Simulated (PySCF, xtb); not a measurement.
CH4O4Si, SMILES O=C(O)[SiH](O)O. Other conformers were not sampled.

Harmonic wavenumbers (cm⁻¹) from GFN2-xTB (xtb) at its own minimum, in rising order: 31, 104, 160, 212, 260, 303, 319, 422, 497, 673, 697, 699, 718, 781, 820, 892, 963, 1137, 1237, 1736, 2277, 3363, 3654, 3676.

Problem. What does PBE0-D3(BJ)/def2-SVP (PySCF) give at its own minimum? (An estimate is asked for; the answer gives what the named calculation found.)

Solution. 55, 143, 178, 198, 298, 364, 422, 451, 535, 696, 721, 755, 795, 863, 900, 939, 990, 1208, 1377, 1832, 2288, 3737, 3839, 3935. Paired by order, the mean absolute difference is 80 cm⁻¹ and the zero-point energies are 36.6 and 39.3 kcal/mol.
